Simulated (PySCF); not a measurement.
Species: Si(CCH)Cl3, C2HCl3Si.
InChI=1S/C2HCl3Si/c1-2-6(3,4)5/h1H

The closed-shell ground state was solved at several levels (PySCF, density fitting, gas phase, non-relativistic). Geometry: PBE0-D3(BJ)/def2-SVP; no solvent, vibrations or thermal averaging.

```csv
level,basis functions,HOMO (eV),LUMO (eV),gap (eV),dipole (D)
KT2/pcSseg-1,135,-7.76,-2.04,5.72,2.15
B3LYP/def2-SVPD,153,-8.73,-1.30,7.43,2.04
```

**Question.** What might PBE0/pcSseg-1 (135 basis functions) give for the same quantities?

**Answer.** HOMO -9.05 eV, LUMO -1.11 eV, gap 7.94 eV, dipole 2.31 D.

**Question.** Over all these levels, which gives the widest orbital gap and which the narrowest?

**Answer.** PBE0/pcSseg-1 (global hybrid, 25 % exact exchange) has the widest, 7.94 eV, and KT2/pcSseg-1 (GGA) the narrowest, 5.72 eV. The two share the basis. From the narrowest to the widest the HOMO moves by -1.29 eV and the LUMO by +0.93 eV.

**Question.** How far do the dipole and the HOMO energy spread over the levels?

**Answer.** The dipole runs from 2.04 to 2.31 D (mean 2.17 D) and the HOMO from -9.05 to -7.76 eV.
